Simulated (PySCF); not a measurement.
**C₆ coefficients of unlike pairs at PBE0**

Calculated with PySCF 2.14 from the dipole response of each species, C₆(A,B) = (3/π) ∫ α_A(iu) α_B(iu) du, in atomic units, from isotropic polarisabilities. For ions this is the dispersion term alone; charge-induced terms of lower order in 1/R come first.

```json
{"species": "Mg²⁺", "configuration": "[Ne] (1S)", "basis": "def2-QZVPPD (9s5p5d2f)", "relativity": "none", "α (bohr³)": "0.4889", "C₆ (like pair)": "0.5715"}
{"species": "Co⁺", "configuration": "[Ar] 3d8 (3F)", "basis": "aug-cc-pwCVTZ-DK (10s9p7d4f3g)", "relativity": "spin-free X2C", "α (bohr³)": "8.534", "C₆ (like pair)": "28.87"}
{"species": "As", "configuration": "[Ar] 3d10 4s2 4p3 (4S)", "basis": "aug-cc-pVDZ-DK (6s5p3d)", "relativity": "spin-free X2C", "α (bohr³)": "30.05", "C₆ (like pair)": "254.3"}
{"species": "Ru⁺", "configuration": "[Kr] 4d7 (4F)", "basis": "aug-cc-pVTZ-DK (9s8p6d3f2g)", "relativity": "spin-free X2C", "α (bohr³)": "15.08", "C₆ (like pair)": "96.15"}
```

(1) Estimate C₆ for Ru⁺ with As.

No spin-orbit coupling is included.

The other pairs:

| pair | C₆ |
| --- | --- |
| As, Mg²⁺ | 7.640 |
| Co⁺, Mg²⁺ | 3.409 |
| Ru⁺, Mg²⁺ | 5.979 |
| As, Co⁺ | 81.35 |
| Ru⁺, Co⁺ | 52.52 |

Results:

(1) The integral gives 150.3. The combination rule 2 C_A C_B / (C_A α_B/α_A + C_B α_A/α_B) gives 153.2 and the geometric mean 156.4.
